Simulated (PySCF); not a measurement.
## A thermochemical cycle for LiSe

r²SCAN in PySCF with def2-SVPD on every atom, for the lowest determinant that a PBE0 search found; no spin–orbit coupling. LiSe, a doublet (π ↑), has De = 3.07 eV to neutral atoms, and LiSe⁺, a triplet (π ↑↑), has De = 0.83 eV to Li⁺ + Se.

At the same level the Li atom ionises at 5.29 eV.

Task: What is the adiabatic ionisation energy of the molecule, and does ionisation strengthen or weaken the bond?

Result: IE = IE(Li) + De(neutral) − De(ion) = 5.29 + 3.07 − 0.83 = 7.53 eV. De changes by -2.24 eV, so ionisation weakens the bond.

Spin–orbit coupling is left out. For an ion De counts to the pair picked by the measured ionisation energies or electron affinities, which need not be the lowest pair at this level. States were picked by a PBE0 search and need not be the measured ground states.
